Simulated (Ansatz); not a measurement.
Total energies of C₃H₁₀Si₂ (`C[Si]1([SiH3])CC1`).

Z-matrix (Å, degrees):
```
C
Si 1 1.869
H 1 1.092 2 111.2
H 1 1.092 2 111.2 3 120.6
H 1 1.092 2 109.7 3 -119.7
Si 2 2.319 1 118.9 3 -60.5
C 2 1.857 1 118.4 3 147.6
C 2 1.857 1 118.4 3 91.4
H 6 1.489 2 111.9 1 60.5
H 6 1.489 2 111.8 1 -60.4
H 6 1.488 2 108.2 1 -180.0
H 7 1.085 2 120.0 1 148.1
H 7 1.086 2 118.4 1 3.5
H 8 1.085 2 120.0 1 -148.1
H 8 1.086 2 118.4 1 -3.5
```

Total charge 0; spin multiplicity 1. The structure was optimised at the PBE0-D4/def2-TZVP level. Basis def2-TZVPP, Ansatz.

RPA on PBE orbitals: Hartree–Fock energy of these orbitals -697.26223 Eh, correlation -1.36595 Eh (frozen core).

| functional | energy without D4 (Eh) | D4 term (kJ/mol) |
| --- | --- | --- |
| PBE0 | -698.96546 | -28.3 |
| PBE-QIDH | -698.77712 | – |

(1) Give the same for LDA (SPW92), PBE, revPBE, BLYP, r2SCAN, B97M-V, B3LYP, r2SCANh, r2SCAN0, HSE06 (plane-wave form), BHLYP, CAM-B3LYP, LC-ωPBE, ωB97X-V, ωB97M-V, B2PLYP. (An estimate is asked.)

B3LYP takes the VWN-RPA correlation (the form of Gaussian; ORCA's B3LYP/G). HSE06 is the plane-wave form, built on full-range PBE exchange. The double hybrids freeze the cores in their second-order part.

Results:

(1) Computed: 
```tsv
functional	energy without D4 (Eh)	D4 term (kJ/mol)
LDA (SPW92)	-695.88118	–
PBE	-698.88305	-33.0
revPBE	-699.20157	-94.6
BLYP	-699.26959	-70.9
r2SCAN	-699.22992	-8.5
B97M-V	-699.21899	–
B3LYP	-699.40826	-52.9
r2SCANh	-699.22294	-9.1
r2SCAN0	-699.21358	-10.1
HSE06 (plane-wave form)	-698.94418	-26.5
BHLYP	-699.27596	-41.8
CAM-B3LYP	-699.29232	-29.0
LC-ωPBE	-699.10439	–
ωB97X-V	-699.23491	–
ωB97M-V	-699.23487	–
B2PLYP	-698.99381	–
```

LC-ωPBE has ω = 0.4 bohr⁻¹.
